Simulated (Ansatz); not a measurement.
```yaml
crystal:
  periodic: [false, false, false]
  atoms:
    - {symbol: Ge, position_ang: [0.136670, -0.028464, -0.128137]}
    - {symbol: h, position_ang: [-1.512456, -0.105231, 1.536608]}
    - {symbol: H, position_ang: [0.089608, 1.411445, -0.664320]}
    - {symbol: H, position_ang: [-0.184166, -1.023788, -1.252824]}
    - {symbol: H, position_ang: [1.520344, -0.327562, 0.467272]}
basis:
  gaussian: {orbitals: def2-TZVPP}
magnetization: {spin_polarized: true, initial_magnetization: 1}
hamiltonian: {xc: {name: r2SCAN50}}
output: {forces: true}
```

```sh
$ ansatz run in.yaml --threads 2 --pin off --events-out ev --progress --plain --max-ram 32768MiB --backend cpu
```

Output, abridged:

```
Error: YAML parse error: error: line 5 column 16: `h` is not an element symbol (H … Og, case-exact)
 --> <input>:5:16
3 |   atoms:
4 |     - {symbol: Ge, position_ang: [0.136670, -0.028464, -0.128137]}
5 |     - {symbol: h, position_ang: [-1.512456, -0.105231, 1.536608]}
6 |     - {symbol: H, position_ang: [0.089608, 1.411445, -0.664320]}
7 |     - {symbol: H, position_ang: [-0.184166, -1.023788, -1.252824]}
```

In this input an element symbol is wrong. The input was rejected before any iteration.
